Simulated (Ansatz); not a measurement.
System: Ge2H6, charge 0, singlet. Ge2H6 (SMILES [GeH3][GeH3]).
B3LYP-D3(BJ)/def2-TZVP minimum from Ansatz (a quantum-chemistry and plane-wave program):
```xyz
8

Ge    -1.2125     0.1136    -0.0157
Ge     1.2125    -0.1136     0.0157
H     -1.8296    -0.8604    -1.0353
H     -1.6121     1.5478    -0.4060
H     -1.7987    -0.1964     1.3733
H      1.6121    -1.5478     0.4060
H      1.8296     0.8604     1.0353
H      1.7987     0.1964    -1.3733
```

Total energies in hartree (Ansatz). UHF or UKS for unpaired electrons; spin-orbit terms are left out. Cores are frozen in correlated methods (noble-gas shells, and filled d and f shells in the p block). No relativity. For partners of very few electrons the exact lower level stands in for a higher one.

| species | HF/cc-pVTZ | CCSD(T)/cc-pVTZ | HF/cc-pVQZ | CCSD(T)/cc-pVQZ | CCSDT(Q)/cc-pVTZ |
|---|---|---|---|---|---|
| 1: Ge2H6 (SMILES [GeH3][GeH3]) | -4154.29761 | -4154.60725 | -4154.30521 | -4154.62949 | -4154.60883 |
| 2: Ge (triplet) | -2075.36107 | -2075.42794 | -2075.36359 | -2075.43284 | -2075.42848 |
| 3: H (doublet) | -0.49981 | -0.49981 | -0.49995 | -0.49995 | -0.49981 |

Work out the atomisation energy (electronic, to ground-state atoms) in kJ/mol: take Hartree-Fock from cc-pVQZ, extrapolate the CCSD(T) correlation energy as X^-3 (X = 3, 4), and add CCSDT(Q) - CCSD(T) in cc-pVTZ. 1 hartree = 2625.5 kJ/mol.


Species 1: correlation (64·(-0.32428) - 27·(-0.30964))/37 = -0.33496; step -0.00158; E1 = -4154.30521 + (-0.33496) + (-0.00158) = -4154.64175
Species 2: correlation (64·(-0.06925) - 27·(-0.06687))/37 = -0.07099; step -0.00054; E2 = -2075.36359 + (-0.07099) + (-0.00054) = -2075.43512
Species 3: correlation (64·(0.00000) - 27·(0.00000))/37 = 0.00000; step +0.00000; E3 = -0.49995 + (0.00000) + (+0.00000) = -0.49995
-1·E1 +2·E2 +6·E3 = 0.77181 hartree = 2026.4 kJ/mol.
